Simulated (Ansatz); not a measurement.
BH2(NCO) (CH2BNO), 6 atoms. Hardware: 4 threads of Arm Neoverse V2 on a shared host.

How many basis functions does each of these Ansatz runs have, and roughly what does it cost? PBE0-D4/def2-TZVP, charge 1 doublet at the geometry of the charge 0 singlet, energy, from earlier orbitals; PBE-D4/def2-TZVP, charge 1 doublet at the geometry of the charge 0 singlet, energy, from earlier orbitals; HSE06-D4/def2-TZVP, charge 0 singlet, energy, from earlier orbitals; PBE0-D4/def2-TZVP, charge 0 singlet, energy and forces, from earlier orbitals; PBE0-D4/def2-SVP, charge 0 singlet, energy with a search over starts; r2SCAN-D4/def2-TZVP, charge 1 doublet at the geometry of the charge 0 singlet, energy, from earlier orbitals; PBE-D4/def2-TZVP, charge 0 triplet at the geometry of the charge 0 singlet, energy, from earlier orbitals; r2SCANh-D4/def2-TZVP, charge 0 singlet, energy, from earlier orbitals; HF/def2-TZVP, charge 0 singlet, energy, from earlier orbitals; HF/STO-3G, charge 0 singlet, energy; PBE0-D4/def2-SVP, charge 1 doublet at the geometry of the charge 0 singlet, energy with a search over starts; r2SCAN-D4/def2-TZVP, charge 0 singlet, energy, from earlier orbitals.

Other jobs shared the machine, so times can vary by a factor of up to 3. A dash marks memory too small to be measured apart from the calling script's.

```csv
run,functions,fitting or Cholesky vectors,wall time,peak host memory (GiB)
"HF/STO-3G, charge 0 singlet, energy",22,302,0.1 s,–
"HF/def2-TZVP, charge 0 singlet, energy, from earlier orbitals",136,910,0.35 s,–
"PBE0-D4/def2-SVP, charge 0 singlet, energy with a search over starts",66,743,0.5 s,–
"HSE06-D4/def2-TZVP, charge 0 singlet, energy, from earlier orbitals",136,743,0.8 s,–
"PBE0-D4/def2-SVP, charge 1 doublet at the geometry of the charge 0 singlet, energy with a search over starts",66,662,0.85 s,–
"PBE0-D4/def2-TZVP, charge 0 singlet, energy and forces, from earlier orbitals",136,743,0.9 s,–
"PBE-D4/def2-TZVP, charge 0 triplet at the geometry of the charge 0 singlet, energy, from earlier orbitals",136,743,1.1 s,–
"PBE-D4/def2-TZVP, charge 1 doublet at the geometry of the charge 0 singlet, energy, from earlier orbitals",136,743,1.1 s,–
"r2SCAN-D4/def2-TZVP, charge 0 singlet, energy, from earlier orbitals",136,743,1.2 s,–
"r2SCANh-D4/def2-TZVP, charge 0 singlet, energy, from earlier orbitals",136,743,1.3 s,–
"PBE0-D4/def2-TZVP, charge 1 doublet at the geometry of the charge 0 singlet, energy, from earlier orbitals",136,743,1.3 s,–
"r2SCAN-D4/def2-TZVP, charge 1 doublet at the geometry of the charge 0 singlet, energy, from earlier orbitals",136,743,2.3 s,–
```
